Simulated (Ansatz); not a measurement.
Stepwise reaction of `[NH2][Al]([NH2])[NH2]` with hydrogen sulfide, as a gas-phase model of exchange steps in deposition or etching. ΔE in kJ/mol; ΔG adds harmonic PBE0-D4 terms to CCSD(T)/CBS, at 1 bar.

Program: Ansatz. Geometries: PBE0-D4/def2-TZVP. ΔE: electronic, gas phase. CBS: MP2 limit from def2 TZ/QZ plus the TZ coupled-cluster correction, frozen cores. This one scheme is used for every species. Functionals use def2-TZVPP. B3LYP here is the variant with VWN-RPA as its local correlation; programs differ in this. Each species was taken in one conformer, which may not be the lowest.

```json
{"step": "2", "reaction": "`[NH2][Al]([NH2])[SH]` + H₂S → `[NH2][Al]([SH])[SH]` + NH₃", "PBE-D4": "-34.8", "B3LYP-D4": "-26.3", "ωB97M-V": "-27.2", "CCSD(T)/CBS": "-28.7", "ΔG(400 K)": "-20.2"}
{"step": "3", "reaction": "`[NH2][Al]([SH])[SH]` + H₂S → `[SH][Al]([SH])[SH]` + NH₃", "PBE-D4": "-30.4", "B3LYP-D4": "-21.6", "ωB97M-V": "-21.8", "CCSD(T)/CBS": "-24.2", "ΔG(400 K)": "-13.7"}
```

(1) Give the row of step 1, `[NH2][Al]([NH2])[NH2]` + H₂S → `[NH2][Al]([NH2])[SH]` + NH₃. (Best estimate.)

(2) By hand: ΔE of the 3 steps together at CCSD(T)/CBS.

Results:

(1) Ansatz gave: 
```
step                                                      reaction  PBE-D4  B3LYP-D4  ωB97M-V  CCSD(T)/CBS  ΔG(400 K)
   1  `[NH2][Al]([NH2])[NH2]` + H₂S → `[NH2][Al]([NH2])[SH]` + NH₃   -38.4     -30.1    -31.5        -32.2      -27.8
```

(2) (-32.2) + (-28.7) + (-24.2) = -85.1 kJ/mol, or -28.4 kJ/mol a step.

In ΔE each step is higher than the one before. All are downhill at CCSD(T)/CBS. ΔG lies between -27.8 and -13.7 kJ/mol a step. PBE-D4 differs from CCSD(T)/CBS by -6.2 to -6.1 kJ/mol a step. Isolated molecules leave out the surface, adducts and barriers. Largest T1 diagnostic: 0.011.
